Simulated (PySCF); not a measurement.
GaF3, SMILES [F][Ga]([F])[F].

Geometry: PBE0-D3(BJ)/def2-SVP. The isomer is the one that the SMILES or the coordinates give; other isomers of the formula were not compared.

Two levels are set side by side: TDA-PBE/def2-SVPD (PySCF) and TDA-M06-2X/def2-SVPD (PySCF). Vertical, same geometry. The lowest singlet is HOMO→LUMO 100 % with PBE and HOMO→LUMO 92 % with the other functional; states are paired by order. Differences are taken from unrounded values.

```json
[
 {"quantity": "lowest singlet excitation (eV)", "TDA-M06-2X": "8.19", "TDA-PBE": "6.35", "TDA-PBE minus TDA-M06-2X": "-1.84"},
 {"quantity": "lowest triplet excitation (TDA) (eV)", "TDA-M06-2X": "7.81", "TDA-PBE": "6.03", "TDA-PBE minus TDA-M06-2X": "-1.78"},
 {"quantity": "first bright state (f over 0.05) (eV)", "TDA-M06-2X": "8.49", "TDA-PBE": "7.37", "TDA-PBE minus TDA-M06-2X": "-1.12"},
 {"quantity": "its oscillator strength", "TDA-M06-2X": "0.08", "TDA-PBE": "0.08", "TDA-PBE minus TDA-M06-2X": "0.00"}
]
```

A lower first singlet is the usual sign of a functional without exact exchange. Differences between two approximate levels are no errors against the true value.

Rough cost on one machine, each run with all the roots and properties that it gave: TDA-M06-2X against TDA-PBE about 8 times.
